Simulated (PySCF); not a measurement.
## How the method changes the constants of NaIn

State: ¹Σ⁺ (singlet), closed shell. Set-up: basis Na def2-SVP, In def2-SVP with ECP28; scalar-relativistic core potentials; PySCF 2.14. De refers to Na + In in their high-spin ground configurations, without counterpoise correction. A positive dipole means Na(−)In(+).

```tsv
Level	Re (Å)	ωe (cm⁻¹)	De (eV)	μ (D)
RHF-MP2	3.300	147	0.488	n/a
RHF-SCS-MP2	3.315	144	0.52	n/a
RHF-CCSD	3.318	140	0.65	n/a
RHF-CCSD(T)	3.321	138	0.70	n/a
PBE	3.282	136	0.85	-1.30
r²SCAN	3.278	140	0.68	-2.04
M06-L	3.338	125	0.98	-2.64
PBE0	3.269	142	0.72	-2.01
B97-3	3.282	140	0.86	-1.56
CAM-B3LYP	3.197	151	0.69	-2.33
B2PLYP	3.264	144	0.72	-2.22
```

Q: Which functional lies closest to RHF-CCSD(T) in De, which farthest, and by how much do they differ from it?

A: Closest is CAM-B3LYP (-12.4 pm in Re, +9.4 % in ωe, -0.01 eV in De against RHF-CCSD(T) in the same basis), farthest M06-L (+1.7 pm in Re, -9.4 % in ωe, +0.28 eV in De). CCSD(T) converges more slowly with the basis than the functionals do and binds too weakly in this one, so the order can change at the basis-set limit.

Q: What does a quarter of exact exchange do here, going from PBE to PBE0?

A: PBE0 less PBE: -1.3 pm in Re, +4.4 % in ωe, -0.13 eV in De. Exact exchange removes part of the self-interaction that spreads semilocal densities, and in most molecules shortens and stiffens the bond and lowers De; so it does here.

Q: What does the step from GGA to meta-GGA do here, going from PBE to r²SCAN?

A: r²SCAN less PBE: -0.4 pm in Re, +2.9 % in ωe, -0.17 eV in De. 

Correlated steps freeze 5 core orbitals. Closed-shell solutions of metal pairs were not tested for spin polarisation, which can lower them a little. Correlated levels converge slowly with the basis: in double zeta they bind strong bonds too weakly, by up to about 1 eV, and carry superposition errors of some tenths. Spin–orbit coupling is left out, which matters for elements this heavy, above all for dissociation energies. Where the molecule has an RHF reference, its open-shell atoms are computed with UHF. B2PLYP dipoles, levels and charges come from its SCF part alone.

The whole job (state search and all levels along the bond) took about 1.4 min on 1 thread of Arm Neoverse V1 (shared host), peak memory 0.49 GiB.
